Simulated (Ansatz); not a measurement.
Basis-set extrapolation for C3H8Si (`CC[Si]C`) (PBE0-D4/def2-TZVP geometry, frozen core, Ansatz 0.2.0). Multiplicity 1, RHF reference.

```tsv
	def2-TZVPP	def2-QZVPP
HF	-407.193703	-407.208118
MP2 correlation	-0.638567	-0.679350
CCSD(T) correlation	-0.720136	not run
```

Energies in hartree. Use E(X) = E(∞) + A·exp(−7.88·√X) for Hartree–Fock and E(X) = E(∞) + B·X^(−2.97) for correlation, with X = 3 and 4, and add CCSD(T) minus MP2 of the smaller set to the MP2 limit.

**Question.** What is the CCSD(T) energy at the basis-set limit?

**Answer.** HF limit: -407.208118 + (-0.014415) × 0.13774 = -407.21010. MP2 limit: -0.679350 + (-0.040783) × 0.74074 = -0.70956. Higher-order term: -0.720136 − (-0.638567) = -0.08157. Total: -408.00123 hartree, 229.4 kJ/mol below CCSD(T)/def2-TZVPP.
